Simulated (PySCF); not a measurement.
Ta(O)(OH)(NH2)2 (H5N2O2Ta), SMILES [NH2][Ta]([NH2])(=[O])[OH], multiplicity 1. Coordinates come from a PBE-D3(BJ)/def2-SVP optimisation. The multiplicity is an assumed one; other spin states were not compared. The def2 effective core potentials stand for the cores of Ta; spin–orbit coupling is left out. One conformer was computed; it need not be the lowest.

Method: PySCF with PBE-D3(BJ)/def2-SVP.

Harmonic wavenumbers (cm⁻¹): 162, 166, 174, 175, 189, 275, 312, 359, 416, 457, 480, 550, 568, 647, 658, 682, 957, 1463, 1465, 3469, 3471, 3564, 3564, 3796. Rotational constants (GHz): 3.107, 3.042, 2.701; symmetry number 1.

### Question
Work out the zero-point energy and the ideal-gas rigid-rotor harmonic-oscillator thermochemistry at 298.15 K and 1 atm.

### Answer
ZPE = ½ Σ hcν = ½ × 28023 cm⁻¹ = 40.06 kcal/mol. H − E(el) = 46.09 kcal/mol. Entropy in cal/(mol K): translation 42.40, rotation 26.93, vibration 20.68, total 90.02. G − E(el) = 19.25 kcal/mol. Cp = 31.87 cal/(mol K).
